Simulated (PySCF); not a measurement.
BrCs, triplet, at the geometry of the source list (a higher spin typed on purpose: for a closed-shell molecule this is an excited state) (core potentials on Cs); M062X/def2-SVP run with PySCF.

Input for PySCF:
```python
from pyscf import gto, scf, dft

mol = gto.M(
    atom='''
Cs   -1.02520000   -0.71830000   -0.87230000
Br    1.02520000    0.71830000    0.87230000
''',
    basis='def2-svp',
    ecp={'Cs': 'def2-svp'},
    spin=2,
    verbose=5,
)

mf = dft.UKS(mol)
mf.xc = 'm062x'
mf.kernel()
```

Task: Predict the main parts of the log of this PySCF run.

Result: 
```
PySCF version 2.14.0

[INPUT] verbose = 5
[INPUT] max_memory = 4000
[INPUT] num. atoms = 2
[INPUT] num. electrons = 44
[INPUT] charge = 0
[INPUT] spin (= nelec alpha-beta = 2S) = 2
[INPUT] symmetry False subgroup None
[INPUT] Mole.unit = angstrom
[INPUT] Symbol           X                Y                Z      unit          X                Y                Z       unit  Magmom
[...]
[INPUT] ---------------- BASIS SET ----------------
[INPUT] l, kappa, [nprim/nctr], expnt,             c_1 c_2 ...
[INPUT] Cs
[...]
                                4.3631538286      -0.34632569725
                                1.8048475155      0.69930637051
[...]
                                1.965666336       -0.25019961976
                                0.47689195212     0.55660850066
                                0.21529749588     0.58218553406
[...]
[INPUT] Br
[...]
                                17009.626303      0.010950417496
                                3870.1842567      0.054421006604
                                1093.0357227      0.19047907695
                                356.39721797      0.39024642737
                                123.12539643      0.30814432514
[...]
                                28.46866107       0.64775962312
                                11.883443722      0.44235575986
[...]
                                3.6129226841      0.73823712008
                                1.6626648969      0.42683868694
[...]
                                368.47859205      0.06624363742
                                117.22978849      0.26495610385
                                42.648909248      0.53839160587
                                16.087225096      0.36579387888
[...]
                                3.5613665502      0.57500678213
                                1.5292626609      0.24330394172
[...]
                                30.281143688      0.1345548323
                                10.651394267      0.36474454537
                                3.8699456233      0.49044587056
[...]
nuclear repulsion = 54.6260490401001
number of shells = 22
number of NR pGTOs = 109
number of NR cGTOs = 56
basis = def2-svp
ecp = {'Cs': 'def2-svp'}

******** <class 'pyscf.dft.uks.UKS'> ********
method = UKS
initial guess = minao
damping factor = 0
level_shift factor = 0
DIIS = <class 'pyscf.scf.diis.CDIIS'>
diis_start_cycle = 1
diis_space = 8
diis_damp = 0
SCF conv_tol = 1e-09
SCF conv_tol_grad = None
SCF max_cycles = 50
[...]
nelec by numeric integration = [23.00000971 21.00000891]
E1 = -3722.499457700779  E2 = 1073.9731579275904  Ecoul = 1168.4623092590816  Exc = -94.48915133149114
cycle= 49 E= -2593.90025073309  delta_E= 8.55e-06  |g|= 0.0013  |ddm|= 0.0728

  alpha mo_energy =
[-4.85353526e+02 -6.33845160e+01 -5.72264924e+01 -5.72190721e+01
 -5.72189804e+01 -9.08923662e+00 -6.92484440e+00 -6.90213126e+00
 -6.90180465e+00 -2.95257049e+00 -2.94714914e+00 -2.94693007e+00
 -2.93034583e+00 -2.93030490e+00 -1.13350214e+00 -9.18311885e-01
 -5.95694931e-01 -5.84529609e-01 -5.83590402e-01 -4.62435804e-01
 -4.16301775e-01 -4.11405133e-01 -1.12269980e-01 -2.55655669e-03
  9.60115369e-05  2.18024494e-03  3.21893758e-02  3.41065259e-02
  3.42521177e-02  3.95812273e-02  4.38773051e-02  6.21545720e-02
  1.59327335e-01  1.63381660e-01  1.81312093e-01  1.81532834e-01
  1.85755088e-01  2.81557457e-01  2.84720425e-01  3.23385839e-01
  4.37268759e-01  4.82242204e-01  4.97539510e-01  4.98779021e-01
  5.20922973e-01  5.49341059e-01  5.80770028e-01  6.39821014e-01
  6.77058178e-01  8.89428451e-01  3.40236134e+00  3.40739402e+00
  3.42188111e+00  3.46269580e+00  3.51723016e+00  1.97540130e+01]
  beta  mo_energy =
[-4.85349579e+02 -6.33826024e+01 -5.72187200e+01 -5.72181541e+01
 -5.72181018e+01 -9.08440297e+00 -6.90940703e+00 -6.90056160e+00
 -6.90030937e+00 -2.94578654e+00 -2.94094295e+00 -2.94076894e+00
 -2.92958920e+00 -2.92954971e+00 -1.13103240e+00 -8.55607119e-01
 -5.94073456e-01 -5.84488607e-01 -5.84203774e-01 -4.00818203e-01
 -3.97046394e-01 -2.08558377e-01 -3.48260922e-02  3.67841460e-02
  3.92104924e-02  5.15355970e-02  5.16487609e-02  5.47600020e-02
  7.43818182e-02  7.79116280e-02  8.35186873e-02  1.24514109e-01
  1.96349445e-01  2.06696053e-01  2.23591520e-01  2.32327522e-01
  2.42796297e-01  2.93844645e-01  3.00258499e-01  3.38367619e-01
  4.50877675e-01  4.94311247e-01  5.36563253e-01  5.52681603e-01
  5.60370477e-01  5.60766555e-01  5.96680020e-01  6.70929810e-01
  6.83230167e-01  8.93430367e-01  3.44853269e+00  3.47848000e+00
  3.48233180e+00  3.49404922e+00  3.53972892e+00  1.97543989e+01]
multiplicity <S^2> = 2.0029833  2S+1 = 3.0019882
nelec by numeric integration = [23.00000968 21.00000895]
E1 = -3722.497762758261  E2 = 1073.9714529839355  Ecoul = 1168.4604232415973  Exc = -94.48897025766173
cycle= 50 E= -2593.90026073423  delta_E= -1e-05  |g|= 0.00105  |ddm|= 0.0889
SCF not converged.
SCF energy = -2593.90026073423 after 50 cycles  <S^2> = 2.0029833  2S+1 = 3.0019882
```

Convergence was not reached.
